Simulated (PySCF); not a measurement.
Cl₂Sr, charge +1, multiplicity 2. Atoms are numbered in the order given.

```xyz
3

Sr     0.0000     0.0000    -1.0722
Cl     0.0000     1.3599     1.1984
Cl     0.0000    -1.3599     1.1984
```
Charge +1, spin multiplicity 2.

The structure is a stationary point at PBE-D3(BJ)/def2-TZVP. The spin state was assumed, not searched. The isomer is the one that the SMILES or the coordinates give; other isomers of the formula were not compared. The def2 effective core potentials stand for the cores of Sr; spin–orbit coupling is left out.

Calculation: PBE-D3(BJ)/def2-TZVP in PySCF.

Frequencies are harmonic and unscaled.

```json
[
 {"mode": "1", "ν (cm⁻¹)": "172", "IR (km/mol)": "9.3", "moving atoms (share of kinetic energy)": "Cl 86 %, Sr 14 %"},
 {"mode": "2", "ν (cm⁻¹)": "219", "IR (km/mol)": "1.7", "moving atoms (share of kinetic energy)": "Cl 82 %, Sr 18 %"},
 {"mode": "3", "ν (cm⁻¹)": "295", "IR (km/mol)": "41.5", "moving atoms (share of kinetic energy)": "Cl 69 %, Sr 31 %"}
]
```
